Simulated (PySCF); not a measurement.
pentafluoroethane (C$_{2}$HF$_{5}$), singlet, geometry from GFN2-xTB. Base run: B3LYP/STO-3G (PySCF).

PySCF was given this input:
```python
from pyscf import gto, scf, dft

mol = gto.M(
    atom='''
F     1.251144   -1.248423    0.511104
C     0.931386   -0.169865   -0.218652
F     1.587801    0.883492    0.288926
C    -0.595882    0.079322   -0.141779
F    -1.023063    0.275912    1.097322
F    -0.921973    1.149807   -0.868498
F    -1.255767   -0.963978   -0.648210
H     1.243703   -0.328042   -1.263212
''',
    basis='sto-3g',
    charge=0,
    spin=0,
    verbose=4,
)

mf = dft.RKS(mol)
mf.xc = 'b3lyp'
mf.kernel()
```

Each row names what was changed in the base input (with any setting that the change needs).

```
change                                                                            ΔE vs base (µEh)  SCF cycles        outcome
--------------------------------------------------------------------------------  ----------------  ----------  -------------
base                                                                                           0.0           9      converged
level_shift = 1.0 (with mf.max_cycle = 100)                                                    0.0          21      converged
diis = off (with mf.max_cycle = 100)                                                             -         100  not converged
level_shift = 0.1 (with mf.max_cycle = 100)                                                    0.0           9      converged
diis_space = 2                                                                                 0.0          14      converged
init_guess = mod_huckel                                                                        0.0           9      converged
conv_tol = 1e-4                                                                                0.0           6      converged
diis = off; damp = 0.6 (with mf.diis_start_cycle = 200; with mf.max_cycle = 150)               0.0          18      converged
init_guess = sap                                                                               0.0           8      converged
level_shift = 0.5 (with mf.max_cycle = 100)                                                    0.0          14      converged
init_guess = huckel                                                                            0.0          10      converged
solver = newton; init_guess = 1e                                                               0.0           -      converged
conv_tol_grad = 1e-7                                                                           0.0          10      converged
```
